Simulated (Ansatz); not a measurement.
Reaction (hydrogenolysis of a C–S bond): `O[Si](F)(Cl)CS` + H₂ → `C[Si](O)(F)Cl` + H₂S

Computed with Ansatz on PBE0-D4/def2-TZVP structures; ΔE is electronic, products minus reactants. CBS: MP2 limit from def2 TZ/QZ plus the TZ coupled-cluster correction, frozen cores. This one scheme is used for every species. Functionals use def2-TZVPP. One conformer a species, not always the lowest.

**Question.** Is it downhill or uphill in electronic energy at CCSD(T)/CBS, and by how much? (An estimate is asked.)

**Answer.** Computed: Downhill: ΔE = -84.1 kJ/mol.

**Question.** What do these levels give: PBE-D4, PBE0-D4, ωB97X-V, ωB97M-V, PBE, r2SCAN, PBE0, HF/def2-QZVPP, MP2/def2-QZVPP, HF/CBS(def2), MP2/CBS(def2), CCSD/CBS(def2)? (Estimate.)

**Answer.** Computed: PBE-D4 -78.3, PBE0-D4 -83.6, ωB97X-V -85.0, ωB97M-V -84.8, PBE -86.4, r2SCAN -86.2, PBE0 -90.7, HF/def2-QZVPP -110.1, MP2/def2-QZVPP -79.7, HF/CBS(def2) -110.2, MP2/CBS(def2) -78.3, CCSD/CBS(def2) -89.9 kJ/mol.

Largest T1 diagnostic among the species: 0.011.

The D4 term adds +13.1 kJ/mol with B3LYP and +7.1 kJ/mol with PBE0; it sums over pairs of atoms, weighted by their polarisabilities, and B3LYP, whose exchange is more repulsive, gets the larger term. In def2-TZVPP, CCSD(T) changes the Hartree–Fock value by +22.6 kJ/mol (the triples alone add +5.8 kJ/mol) and MP2 by +28.5 kJ/mol.

B3LYP here is the variant with VWN-RPA as its local correlation; programs differ in this.
